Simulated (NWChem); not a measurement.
System: CH8OSi2; SMILES C[SiH2][SiH2]O

The following NWChem deck was run.

```
start job
memory heap 200 mb stack 900 mb global 1100 mb
geometry units angstroms
  C      1.023158    -2.008316    -0.318118
  Si    -0.491269    -1.046543     0.298644
  Si    -0.491966     1.219500    -0.347335
  O      0.787351     2.092693     0.302527
  H      0.996753    -3.044602     0.036468
  H      1.952421    -1.551332     0.039086
  H      1.057553    -2.025887    -1.412918
  H     -1.741660    -1.681349    -0.218755
  H     -0.556416    -1.124940     1.791062
  H     -0.321058     1.346127    -1.819074
  H     -1.811233     1.825709     0.017170
  H      0.842870     2.104440     1.268146
end
basis spherical
  * library sto-3g
end
dft
  xc hfexch
  iterations 150
end
driver
  maxiter 120
end
task dft optimize
task dft freq
```

Output (shortened):

```
             Northwest Computational Chemistry Package (NWChem) 7.3.0
             --------------------------------------------------------

 C1  symmetry detected

                             Geometry "geometry" -> ""
                             -------------------------

 Output coordinates in angstroms (scale by  1.889725989 to convert to a.u.)

  No.       Tag          Charge          X              Y              Z
 ---- ---------------- ---------- -------------- -------------- --------------
    1 C                    6.0000     0.95246526    -2.10707939    -0.32775634
    2 Si                  14.0000    -0.51773990    -1.08715429     0.30243519
    3 Si                  14.0000    -0.42616323     1.18148169    -0.32775901
    4 O                    8.0000     0.89132261     1.99567386     0.32244156
    5 H                    1.0000     0.88413295    -3.14385429     0.01972840
    6 H                    1.0000     1.90154471    -1.69197259     0.02846458
    7 H                    1.0000     0.98152848    -2.11826283    -1.42279472
    8 H                    1.0000    -1.79578264    -1.66533124    -0.21377815
    9 H                    1.0000    -0.57989180    -1.17340164     1.79454787
   10 H                    1.0000    -0.25623670     1.31133886    -1.79933018
   11 H                    1.0000    -1.71733453     1.83979086     0.04683992
   12 H                    1.0000     0.95131091     1.99819492     1.28786139

 Effective nuclear repulsion energy (a.u.)     218.0271218925

                                Z-matrix (autoz)
                                --------

 Units are Angstrom for bonds and degrees for angles

[...]

      ----------------------
      Optimization converged
      ----------------------

  Step       Energy      Delta E   Gmax     Grms     Xrms     Xmax
  ---- ---------------- -------- -------- -------- -------- --------
@   18    -687.15495232  8.0D-08  0.00001  0.00000  0.00040  0.00127
                                     ok       ok       ok       ok

                                Z-matrix (autoz)
                                --------

 Units are Angstrom for bonds and degrees for angles

[...]

 Rotational Constants
 --------------------
 A=   0.255673 cm-1  (  0.367849 K)
 B=   0.075102 cm-1  (  0.108052 K)
 C=   0.066469 cm-1  (  0.095632 K)

 Temperature                      =   298.15K
 frequency scaling parameter      =   1.0000

 Zero-Point correction to Energy  =   66.494 kcal/mol  (  0.105965 au)
 Thermal correction to Energy     =   70.743 kcal/mol  (  0.112737 au)
 Thermal correction to Enthalpy   =   71.336 kcal/mol  (  0.113680 au)

 Total Entropy                    =   82.128 cal/mol-K
   - Translational                =   39.452 cal/mol-K (mol. weight =  92.0114)
   - Rotational                   =   26.627 cal/mol-K (symmetry #  =        1)
   - Vibrational                  =   16.050 cal/mol-K

 Cv (constant volume heat capacity) =   22.270 cal/mol-K
   - Translational                  =    2.979 cal/mol-K
   - Rotational                     =    2.979 cal/mol-K
   - Vibrational                    =   16.312 cal/mol-K

[normal modes left out]

 ----------------------------------------------------------------------------
 Normal Eigenvalue ||           Projected Infra Red Intensities
  Mode   [cm**-1]  || [atomic units] [(debye/angs)**2] [(KM/mol)] [arbitrary]
 ------ ---------- || -------------- ----------------- ---------- -----------
    1       -0.000 ||    0.000338           0.008         0.330       0.085
    2       -0.000 ||    0.000124           0.003         0.121       0.031
    3       -0.000 ||    0.000084           0.002         0.082       0.021
    4        0.000 ||    0.000169           0.004         0.165       0.042
    5        0.000 ||    0.000153           0.004         0.149       0.038
    6        0.000 ||    0.000503           0.012         0.491       0.126
    7       40.842 ||    0.000698           0.016         0.681       0.175
    8      149.648 ||    0.001622           0.037         1.581       0.407
    9      173.713 ||    0.005315           0.123         5.182       1.332
   10      240.750 ||    0.020761           0.479        20.239       5.203
   11      278.868 ||    0.075965           1.753        74.054      19.038
   12      548.470 ||    0.028118           0.649        27.411       7.047
   13      568.346 ||    0.025060           0.578        24.429       6.280
   14      637.613 ||    0.022699           0.524        22.128       5.689
   15      836.701 ||    0.006221           0.144         6.064       1.559
   16      859.807 ||    0.010593           0.244        10.326       2.655
   17      899.982 ||    0.016934           0.391        16.508       4.244
   18      934.385 ||    0.011186           0.258        10.905       2.803
   19      978.667 ||    0.098739           2.278        96.256      24.745
   20     1068.110 ||    0.524461          12.100       511.271     131.437
   21     1139.204 ||    0.042517           0.981        41.447      10.655
   22     1153.889 ||    0.102297           2.360        99.724      25.637
   23     1225.736 ||    0.137067           3.162       133.620      34.351
   24     1248.035 ||    0.112771           2.602       109.935      28.262
   25     1342.390 ||    0.039796           0.918        38.795       9.973
   26     1683.165 ||    0.000445           0.010         0.434       0.111
   27     1854.066 ||    0.000470           0.011         0.458       0.118
   28     1854.552 ||    0.001368           0.032         1.334       0.343
   29     2850.615 ||    0.031726           0.732        30.928       7.951
   30     2865.850 ||    0.021770           0.502        21.223       5.456
   31     2896.046 ||    0.015044           0.347        14.665       3.770
   32     2898.800 ||    0.041917           0.967        40.863      10.505
   33     3567.038 ||    0.000362           0.008         0.353       0.091
   34     3749.201 ||    0.000820           0.019         0.799       0.206
   35     3750.111 ||    0.001070           0.025         1.043       0.268
   36     4240.650 ||    0.037285           0.860        36.348       9.344
 ----------------------------------------------------------------------------
```

Level: Hartree-Fock/STO-3G.
